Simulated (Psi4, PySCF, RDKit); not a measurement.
Internal rotation in SMILES FCCCl (C2H4ClF). Scanned: dihedral F1–C2–C3–Cl4; all other coordinates were relaxed at GFN2-xTB. Points at φ and −φ are mirror images. Heavy atoms are numbered in the order of the SMILES FCCCl, hydrogens after them in the order of the atoms that carry them; the mirror image has the same energies with the sign of each dihedral reversed.

MMFF94 // GFN2-xTB (RDKit); RKS-M06-2X/6-31G* = PySCF with restricted M06-2X/6-31G*, spherical d // GFN2-xTB; RKS-B3LYP/6-31G* = PySCF with restricted B3LYP/6-31G*, spherical d // GFN2-xTB; MP2/cc-pVTZ = Psi4 with DF-MP2 (frozen core)/cc-pVTZ // GFN2-xTB.

Energies relative to the lowest point of each profile, in mEh; the last columns give the difference from MP2:

| φ / ° | MMFF94 | RKS-M06-2X/6-31G* | RKS-B3LYP/6-31G* | MP2/cc-pVTZ | MMFF94 − MP2/cc-pVTZ | RKS-M06-2X/6-31G* − MP2/cc-pVTZ | RKS-B3LYP/6-31G* − MP2/cc-pVTZ |
|---|---|---|---|---|---|---|---|
| -165 | 0.8 | 0.9 | 0.9 | 0.9 | -0.1 | 0.0 | 0.0 |
| -150 | 2.8 | 3.1 | 3.0 | 3.1 | -0.3 | 0.0 | -0.1 |
| -135 | 4.8 | 5.3 | 5.3 | 5.4 | -0.6 | -0.1 | -0.1 |
| -120 | 5.4 | 6.2 | 6.2 | 6.4 | -1.0 | -0.2 | -0.2 |
| -105 | 4.2 | 5.2 | 5.1 | 5.3 | -1.1 | -0.1 | -0.2 |
| -90 | 2.2 | 3.0 | 2.8 | 3.1 | -0.9 | -0.1 | -0.2 |
| -75 | 0.8 | 1.0 | 0.9 | 1.3 | -0.5 | -0.3 | -0.3 |
| -60 | 1.0 | 0.6 | 0.7 | 1.3 | -0.2 | -0.6 | -0.5 |
| -45 | 3.3 | 2.6 | 2.8 | 3.6 | -0.3 | -1.0 | -0.8 |
| -30 | 6.9 | 6.0 | 6.3 | 7.4 | -0.5 | -1.4 | -1.1 |
| -15 | 10.3 | 9.2 | 9.5 | 11.0 | -0.7 | -1.8 | -1.5 |
| 0 | 11.7 | 10.5 | 10.8 | 12.5 | -0.8 | -2.0 | -1.6 |
| 15 | 10.3 | 9.2 | 9.5 | 11.0 | -0.7 | -1.8 | -1.5 |
| 30 | 6.9 | 6.0 | 6.3 | 7.4 | -0.5 | -1.4 | -1.1 |
| 45 | 3.3 | 2.6 | 2.8 | 3.6 | -0.3 | -1.0 | -0.8 |
| 60 | 1.0 | 0.6 | 0.7 | 1.3 | -0.2 | -0.6 | -0.5 |
| 75 | 0.8 | 1.0 | 0.9 | 1.3 | -0.5 | -0.3 | -0.3 |
| 90 | 2.2 | 3.0 | 2.8 | 3.1 | -0.9 | -0.1 | -0.2 |
| 105 | 4.2 | 5.2 | 5.1 | 5.3 | -1.1 | -0.1 | -0.2 |
| 120 | 5.4 | 6.2 | 6.2 | 6.4 | -1.0 | -0.2 | -0.2 |
| 135 | 4.8 | 5.3 | 5.3 | 5.4 | -0.6 | -0.1 | -0.1 |
| 150 | 2.8 | 3.1 | 3.0 | 3.1 | -0.3 | 0.0 | -0.1 |
| 165 | 0.8 | 0.9 | 0.9 | 0.9 | -0.1 | 0.0 | 0.0 |
| 180 | 0.0 | 0.0 | 0.0 | 0.0 | 0.0 | 0.0 | 0.0 |

MMFF94 is furthest from MP2/cc-pVTZ at -105 (-1.1 mEh, below); its mean absolute difference over the points is 0.5 mEh.

RKS-M06-2X/6-31G* is furthest from MP2/cc-pVTZ at 0 (-2.0 mEh, below); its mean absolute difference over the points is 0.6 mEh.

RKS-B3LYP/6-31G* is furthest from MP2/cc-pVTZ at 0 (-1.6 mEh, below); its mean absolute difference over the points is 0.5 mEh.
